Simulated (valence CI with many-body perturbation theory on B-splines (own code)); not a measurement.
Values are calculated unless marked as measured or tabulated.
# From CI to CI+MBPT in Tc XXII

Level of theory: valence CI with perturbative core correlation (CI+MBPT): four valence electrons over a frozen Dirac-Fock core [Ar], a basis of 9 s, 9 p, 10 d, 8 f, 5 g, 3 h, 1 i functions for each j, with the one-electron correlation potential Σ1 (screened to all orders), the two-electron term Σ2, the three-electron term Σ3, Breit, model QED; selected single and double excitations, second order for the rest (own B-spline code, finite nucleus).

No measured levels were compared; by estimate terms of the open shell hold to 2 to 4 % of their energy, and close levels can change places. Core correlation moves these levels by up to 9700 cm⁻¹, and in measured spectra 5 to 20 % of such shifts remained as error; rates that hang on mixing are uncertain with them. Only levels of the ground parity were solved; by the run's estimate the other parity begins above the list, which can be wrong where configurations are misplaced.

Each rung adds one term. CI alone is the Dirac-Coulomb CI over the frozen core; QED comes last and gives the full result, which names the levels. Energies are above 3d4 5D_0 on the same rung, in eV.

Names give the largest LS component (configuration and term), which can be under half, so a name can repeat, a term be missing and a line seem to break the LS rules; names also repeat where a configuration has a term twice. Letters in brackets count levels of one name in rising energy.

```
       Level  CI alone       Σ1       Σ2       Σ3    Breit      QED    Full
    3d4 5D_1     1.551  +0.0333  +0.0926  +0.0241  -0.1354  +0.0096   1.575
    3d4 5D_2     3.149  +0.0573  +0.1376  +0.0269  -0.2653  +0.0161   3.122
    3d4 5D_3     4.569  +0.0719  +0.1505  +0.0227  -0.3738  +0.0198   4.460
    3d4 5D_4     5.742  +0.0763  +0.1457  +0.0085  -0.4729  +0.0206   5.520
3d4 3P_0 [a]     9.618  +0.0580  -0.1146  -0.0876  -0.1370  +0.0130   9.350
    3d4 3H_4    10.700  +0.0583  +0.0767  -0.0985  -0.3244  +0.0122  10.424
    3d4 3G_3    12.916  +0.0716  -0.1003  -0.0863  -0.2812  +0.0153  12.535
    3d4 3H_5    13.070  +0.0879  +0.1382  -0.0504  -0.5161  +0.0200  12.750
3d4 3P_1 [a]    13.059  +0.0899  -0.1467  +0.0311  -0.2819  +0.0208  12.772
3d4 3F_2 [a]    13.370  +0.0735  -0.1516  -0.0267  -0.2595  +0.0157  13.021
    3d4 3H_6    14.178  +0.0965  +0.2086  -0.0590  -0.6837  +0.0221  13.763
3d4 3G_4 [a]    15.344  +0.1130  +0.0397  -0.0648  -0.5004  +0.0262  14.958
3d4 3P_2 [a]    16.390  +0.1065  -0.3001  -0.0035  -0.4101  +0.0235  15.806
3d4 3G_4 [b]    16.514  +0.1062  -0.0681  -0.1780  -0.5160  +0.0244  15.883
3d4 3F_3 [a]    17.223  +0.1203  -0.1476  -0.0613  -0.4504  +0.0266  16.711
    3d4 3D_3    18.553  +0.1030  -0.4050  -0.1476  -0.3964  +0.0235  17.730
    3d4 3G_5    18.799  +0.1424  +0.0465  -0.0857  -0.7126  +0.0340  18.224
3d4 3P_2 [b]    19.437  +0.1203  -0.2632  -0.0215  -0.4414  +0.0280  18.859
    3d4 1I_6    20.009  +0.1386  +0.2725  -0.1184  -0.7695  +0.0319  19.564
    3d4 3D_1    20.516  +0.1317  -0.4009  -0.1708  -0.4021  +0.0299  19.704
3d4 1S_0 [a]    23.233  +0.1471  -0.3093  -0.5691  -0.4816  +0.0336  22.054
3d4 1G_4 [a]    22.802  +0.1639  -0.0615  -0.2218  -0.6321  +0.0382  22.089
3d4 1D_2 [a]    24.126  +0.1436  -0.4763  +0.1358  -0.4454  +0.0307  23.515
    3d4 1F_3    25.606  +0.1391  -0.5421  -0.0246  -0.5143  +0.0292  24.693
3d4 3P_2 [c]    28.048  +0.1279  -0.6920  +0.0320  -0.3751  +0.0248  27.165
    3d4 3F_4    28.946  +0.1433  -0.3547  -0.0546  -0.4984  +0.0293  28.211
3d4 3F_2 [b]    30.149  +0.1641  -0.5555  +0.0381  -0.5003  +0.0343  29.330
3d4 3F_3 [b]    30.600  +0.1622  -0.5200  -0.0033  -0.5096  +0.0335  29.762
3d4 3P_1 [b]    31.203  +0.1618  -0.7580  +0.0700  -0.4007  +0.0331  30.310
3d4 3P_0 [b]    32.749  +0.1748  -0.7728  +0.0107  -0.4322  +0.0359  31.765
3d4 1G_4 [b]    33.134  +0.1606  -0.5447  +0.0289  -0.5647  +0.0316  32.245
```

The middle columns are the shifts that each term adds.

Task: How does the ionisation energy move along the ladder, and which term matters most?

Result: CI alone 958.55, + Σ1 960.99, + Σ2 968.02, + Σ3 968.05, + Breit 967.68, + QED 967.71 eV. The largest step is Σ2, 7.02 eV. NIST lists 968 ± 4 eV (theoretical).
